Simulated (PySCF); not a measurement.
Furan-2,5-dicarbaldehyde, C6H4O3.
Atom-mapped SMILES: `[O:1]=[CH:2][c:3]1[cH:4][cH:5][c:6]([CH:7]=[O:8])[o:9]1` (hydrogens: H10 on C2; H11 on C4; H12 on C5; H13 on C7)

Structure used (PBE0-D3(BJ)/def2-SVP), in Å, numbered top down from 1:
```
atom  x, y, z in Å
O1     3.4213   -0.3288   -0.0887
C2     2.3510   -0.8776   -0.1710
C3     1.0773   -0.1699   -0.0497
C4     0.7807    1.1587    0.1673
C5    -0.6283    1.2428    0.2015
C6    -1.0901   -0.0408    0.0024
C7    -2.4432   -0.5917   -0.0570
O8    -3.4357    0.0777    0.0852
O9    -0.0562   -0.8913   -0.1505
H10    2.2482   -1.9772   -0.3441
H11    1.5137    1.9534    0.2850
H12   -1.2554    2.1186    0.3519
H13   -2.4802   -1.6931   -0.2446
```

Computed with PySCF at PBE0/pcSseg-1, non-relativistic, on one gas-phase PBE0-D3(BJ)/def2-SVP geometry that isn't relaxed in the solvent. The solvent is an IEF-PCM continuum (van der Waals radii × 1.2). Only the electrostatic response of the medium enters.

```json
{"run": "gas", "E − E(gas) (kJ/mol)": "0.00", "HOMO (eV)": "-7.79", "HOMO–LUMO gap (eV)": "4.94", "dipole (D)": "0.38"}
{"run": "P", "E − E(gas) (kJ/mol)": "-31.26", "HOMO (eV)": "-7.57", "HOMO–LUMO gap (eV)": "4.90", "dipole (D)": "0.63"}
{"run": "Q", "E − E(gas) (kJ/mol)": "-27.12", "HOMO (eV)": "-7.59", "HOMO–LUMO gap (eV)": "4.91", "dipole (D)": "0.58"}
```

Q: The runs were made in acetone and tetrahydrofuran. Which run belongs to which solvent?

A: P = acetone, Q = tetrahydrofuran. The dielectric constants are 7.426 (tetrahydrofuran), 20.49 (acetone), and the energy falls further as ε rises. In this model the ground state sees the solvent through ε alone.

Q: How constant is the ratio of the lowering to (ε − 1)/(2ε + 1)?

A: 
| solvent | (ε − 1)/(2ε + 1) | E − E(gas) (kJ/mol) | ratio (kJ/mol) | polarisation term (kJ/mol) |
| --- | --- | --- | --- | --- |
| tetrahydrofuran | 0.405 | -27.12 | -66.9 | -30.86 |
| acetone | 0.464 | -31.26 | -67.3 | -36.26 |

The ratio changes by +0.6 % in size from tetrahydrofuran to acetone. The polarisation term is half the interaction of the solute with the induced surface charges.
